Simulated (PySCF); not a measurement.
**From computed data to an observable: chemical shift, span and skew from a shielding tensor**

C₂H₆F₂Si, SMILES C[Si@H](F)CF. Atoms are numbered in the order given.

```xyz
11

C      1.9491    -0.5559    -0.6547
Si     0.3839     0.3486    -0.2009
F      0.5547     0.9602     1.3042
C     -1.0794    -0.8452    -0.1862
F     -2.2684    -0.1525     0.0004
H      2.8195     0.1162    -0.5939
H      1.8946    -0.9469    -1.6839
H      2.1271    -1.4033     0.0267
H      0.0924     1.4870    -1.1105
H     -1.1348    -1.4021    -1.1410
H     -0.9690    -1.5950     0.6190
```
Charge 0, spin multiplicity 1.

The structure is a stationary point at ωB97X-D3(BJ)/def2-SVP. The structure was generated by enumeration; whether it is a known compound was not checked. Other conformers were not sampled.

GIAO shieldings from PBE/pcSseg-1 run with PySCF, non-relativistic, no solvent. The symmetric part of the tensor of F3 has the principal values 355.6, 362.1, 383.0 ppm. The same nucleus in CFCl3 has σ = 133.6 ppm at this level (PySCF, at its B3LYP-D3(BJ)/def2-TZVP geometry).

Task: Work out the isotropic shielding, the ¹⁹F shift against CFCl3, the span and the skew.

Result: 
σ(iso) = (σ11 + σ22 + σ33)/3 = 366.9 ppm. δ = σ(ref) − σ(iso) = 133.6 − (366.9) = -233.3 ppm.
Span Ω = σ33 − σ11 = 27.4 ppm. Skew κ = 3(σ(iso) − σ22)/Ω = 0.53. Tumbling in solution averages the tensor to δ; in a static solid the shielding alone would spread this spin-1/2 line over Ω.
